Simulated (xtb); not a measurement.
xtb input (GFN1-xTB):

```bash
xtb mol.xyz --gfn 1 --opt tight --chrg 0 --uhf 0
```
mol.xyz:
```
2

In    -0.00000000    -0.00000000    -1.08152155
Br     0.00000000     0.00000000     1.51413017
```

Output:

```
           -------------------------------------------------
          |                Calculation Setup                |
           -------------------------------------------------

           -------------------------------------------------
          |                 G F N 1 - x T B                 |
           -------------------------------------------------

        Reference                      10.1021/acs.jctc.7b00118
      * Hamiltonian:
        H0-scaling (s, p, d)           1.850000    2.250000    2.000000
        zeta-weighting                 0.000000
      * Dispersion:
        s8                             2.400000
        a1                             0.630000
        a2                             5.000000
        s9                             0.000000
      * Repulsion:
        kExp                           1.500000
        rExp                           1.000000
      * Coulomb:
        alpha                          2.000000
        third order                    atomic
        anisotropic                    false
      * Halogen bond correction:
        rad-scale                      1.300000
        damping                        0.440000

          ...................................................
          :                      SETUP                      :
          :.................................................:
          :  # basis functions                  20          :
          :  # atomic orbitals                  18          :
          :  # shells                            6          :
          :  # electrons                        10          :
          :  # halogen bonds                     0          :
          :  max. iterations                   250          :
          :  Hamiltonian                  GFN1-xTB          :
          :  restarted?                      false          :
          :  GBSA solvation                  false          :
          :  PC potential                    false          :
          :  electronic temp.          300.0000000     K    :
          :  accuracy                    1.0000000          :
          :  -> integral cutoff          0.2500000E+02      :
          :  -> integral neglect         0.1000000E-07      :
          :  -> SCF convergence          0.1000000E-05 Eh   :
          :  -> wf. convergence          0.2000000E-04 e    :
          :  Broyden damping             0.4000000          :
          :  net charge                          0          :
          :  unpaired electrons                  0          :
          ...................................................

 iter      E             dE          RMSdq      gap      omega  full diag
   1     -5.3506296 -0.535063E+01  0.580E+00    4.04       0.0  T
   2     -5.4458044 -0.951748E-01  0.534E+00    7.49       1.0  T
   3     -5.4805897 -0.347853E-01  0.299E+00    6.64       1.0  T
   4     -5.4781903  0.239936E-02  0.171E+00    5.40       1.0  T
   5     -5.4884724 -0.102820E-01  0.146E-01    6.08       1.0  T
   6     -5.4885307 -0.583228E-04  0.353E-02    6.04       2.0  T
   7     -5.4885337 -0.303615E-05  0.131E-02    6.03       5.4  T
[...]
         4        2.0000           -0.3601168              -9.7993
         5        2.0000           -0.3582561              -9.7486 (HOMO)
         6                         -0.1404391              -3.8215 (LUMO)
         7                         -0.1404391              -3.8215
         8                         -0.1401060              -3.8125
         9                         -0.1401060              -3.8125
        10                         -0.0982506              -2.6735
       ...                                ...                  ...
        18                          0.1987672               5.4087
      -------------------------------------------------------------
                  HL-Gap            0.2178170 Eh            5.9271 eV
             Fermi-level           -0.2493476 Eh           -6.7851 eV

 SCC (total)                   0 d,  0 h,  0 min,  0.002 sec
 SCC setup                      ...        0 min,  0.000 sec (  2.503%)
 Dispersion                     ...        0 min,  0.000 sec (  0.421%)
 classical contributions        ...        0 min,  0.000 sec (  0.173%)
 integral evaluation            ...        0 min,  0.001 sec ( 41.563%)
 iterations                     ...        0 min,  0.000 sec ( 14.229%)
 molecular gradient             ...        0 min,  0.001 sec ( 37.433%)
 printout                       ...        0 min,  0.000 sec (  3.121%)

         :::::::::::::::::::::::::::::::::::::::::::::::::::::
         ::                     SUMMARY                     ::
         :::::::::::::::::::::::::::::::::::::::::::::::::::::
         :: total energy              -5.485151776902 Eh    ::
         :: gradient norm              0.000174538317 Eh/a0 ::
         :: HOMO-LUMO gap              5.927102585051 eV    ::
         ::.................................................::
         :: SCC energy                -5.487638886733 Eh    ::
         :: -> electrostatic           0.014980659044 Eh    ::
         :: repulsion energy           0.002945837134 Eh    ::
         :: dispersion energy         -0.000458727303 Eh    ::
         :: halogen bond corr.         0.000000000000 Eh    ::
         :: add. restraining           0.000000000000 Eh    ::
         :: total charge              -0.000000000000 e     ::
         :::::::::::::::::::::::::::::::::::::::::::::::::::::

           -------------------------------------------------
          |                Property Printout                |
           -------------------------------------------------

    * Orbital Energies and Occupations

         #    Occupation            Energy/Eh            Energy/eV
      -------------------------------------------------------------
         1        2.0000           -0.6394429             -17.4001
         2        2.0000           -0.5992089             -16.3053
         3        2.0000           -0.3601168              -9.7993
         4        2.0000           -0.3601168              -9.7993
         5        2.0000           -0.3582561              -9.7486 (HOMO)
         6                         -0.1404391              -3.8215 (LUMO)
         7                         -0.1404391              -3.8215
         8                         -0.1401060              -3.8125
         9                         -0.1401060              -3.8125
        10                         -0.0982506              -2.6735
        11                         -0.0982506              -2.6735
        12                         -0.0955591              -2.6003
        13                         -0.0129852              -0.3533
        14                          0.0040791               0.1110
        15                          0.0040791               0.1110
        16                          0.0296977               0.8081
       ...                                ...                  ...
        18                          0.1987672               5.4087
      -------------------------------------------------------------
                  HL-Gap            0.2178170 Eh            5.9271 eV
             Fermi-level           -0.2493476 Eh           -6.7851 eV

  Mulliken/CM5 charges         n(s)   n(p)   n(d)
     1In    0.25331  0.24961   1.986  0.531  0.230
     2Br   -0.25331 -0.24961   1.911  5.340  0.002

Wiberg/Mayer (AO) data.
largest (>0.10) Wiberg bond orders for each atom

 ---------------------------------------------------------------------------
     #   Z sym  total        # sym  WBO       # sym  WBO       # sym  WBO
 ---------------------------------------------------------------------------
     1  49 In   1.289 --     2 Br   1.289
     2  35 Br   1.289 --     1 In   1.289
 ---------------------------------------------------------------------------

Topologies differ in total number of bonds
Writing topology from bond orders to xtbtopo.mol

 dipole moment from electron density (au)
     X       Y       Z
   0.0000   0.0000  -2.5824  total (Debye):    6.564

           -------------------------------------------------
          |                Geometry Summary                 |
           -------------------------------------------------

      molecular mass/u    :      194.7216144
   center of mass at/Å    :        0.0000000       0.0000000      -0.0253363
  moments of inertia/u·Å² :        0.0000000E+00   0.3422767E+03   0.3422767E+03
rotational constants/cm⁻¹ :             Infinity   0.4925148E-01   0.4925148E-01

optimized geometry written to: xtbopt.xyz

           -------------------------------------------------
          | TOTAL ENERGY               -5.485151776902 Eh   |
          | GRADIENT NORM               0.000174538317 Eh/α |
          | HOMO-LUMO GAP               5.927102585051 eV   |
Note: The following floating-point exceptions are signalling: IEEE_DIVIDE_BY_ZERO IEEE_DENORMAL
normal termination of xtb
           -------------------------------------------------

------------------------------------------------------------------------
------------------------------------------------------------------------
 total:
 SCF:
 ANC optimizer:
```
